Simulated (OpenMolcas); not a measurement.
# Cl II: CASPT2 settings compared

```yaml
Program: OpenMolcas 26.06
Basis: ANO-L-VQZP [6s5p3d2f]
Scalar_Hamiltonian: non-relativistic, point nucleus
Active_space: 6 electrons in 4 orbitals (3s 3p)
State_averaging: 2S+1 = 3 even, 3 roots; 2S+1 = 1 even, 6 roots kept (CI in the orbitals of an earlier block); 2S+1 = 3 odd, 3 roots
Spin-orbit_coupling: state interaction with AMFI integrals over the reference wave functions, term energies averaged over their components
```

Methods on the same reference wave functions:
A. CASSCF
B. SS-CASPT2, IPEA 0.2 Eh, no level shift (closed shells correlated: 2s 2p)
C. SS-CASPT2, IPEA 0 Eh, real shift 0.15 Eh (closed shells correlated: 2s 2p)
D. XMS-CASPT2, IPEA 0.75 Eh, imaginary shift 0.2 Eh (closed shells correlated: 2s 2p)

Energies in cm⁻¹ above 3s² 3p⁴ ³P₂, the measured ground level; measured values from NIST Handbook of Basic Atomic Spectroscopic Data.

| Level | A | B | C | D | Measured |
| --- | --- | --- | --- | --- | --- |
| 3s² 3p⁴ ³P₂ | 0.0 | 0.0 | 0.0 | 0.0 | 0.0 |
| 3s² 3p⁴ ³P₁ | 645 | 648 | 647 | 647 | 696 |
| 3s² 3p⁴ ³P₀ | 931 | 935 | 935 | 935 | 996 |
| 3s² 3p⁴ ¹D₂ | 14469 | 12080 | 12450 | 12260 | 11654 |
| 3s² 3p⁴ ¹S₀ | 26681 | 27880 | 28410 | 28560 | 27878 |
| 3s 3p⁵ ³P°₂ | 115434 | 101790 | 99520 | 104670 | 93368 |
| 3s 3p⁵ ³P°₁ | 116068 | 102420 | 100150 | 105310 | 94000 |
| 3s 3p⁵ ³P°₀ | 116386 | 102740 | 100470 | 105630 | 94334 |

Deviations, from unrounded energies. A percentage is the sum of absolute deviations over the sum of measured energies, with the sign that they share, or ± where signs differ.

```csv
Against measurement,Levels,A,B,C,D
mean absolute deviation (cm-1),7,10000,3700,2800,5000
fine structure of the ground term (%),2,-6.9,-6.5,-6.5,-6.5
other terms of the ground configuration (%),2,±10.1,+1.1,+3.3,+3.3
other configurations (%),3,+23.5,+9.0,+6.5,+12.0
```

C lies closest to measurement on these levels and A furthest from it. The largest miss of C in the table is 3s 3p⁵ ³P°₁, by +6200 cm-1. The ranking rests on the paired levels alone, and a cruder setting can come out closer through cancelling errors.

Among B to D the level of the table that moves most is 3s 3p⁵ ³P°₂, by 5200 cm-1 (lowest in C, highest in D). Moves below CASPT2's spread within the term are not significant.

From A to B the spin-free energies of the other terms of 3s² 3p⁴ shown, above ³P, scale by factors of 0.83 to 1.05.

The lowest spin-free term lies below A's lowest term by 0.188 hartree in B, 0.195 hartree in C, 0.180 hartree in D.

Term energies are means over components that CASPT2 splits; among the terms shown or strongly mixed into the levels shown the widest spread is 760 cm-1 (3s² 3p⁴ ¹D, D). Over all roots computed the reference weight is 0.88 to 0.95 in B, 0.88 to 0.95 in C; the roots of lowest weight are the least certain, and an intruder state may touch them. Terms from blocks run as CI alone lack orbitals of their own. Terms of s pⁿ other than that of highest spin mix with s² pⁿ⁻² d, which this space lacks; all of them can be thousands of cm-1 off, and some have no real level of that name. Without dynamic correlation excited terms often stand tens of per cent too high (terms of higher spin than the ground term too low), and those without a measured partner can miss by more than the paired ones (holds for A). Computed and measured levels are paired by configuration, term and J; levels that our copy of the source lacks, or whose pairing is in doubt (as where it misses far off the trend of its configuration), stay unpaired and out of the deviations. Levels of configurations outside the active space are missing.

° marks odd parity.
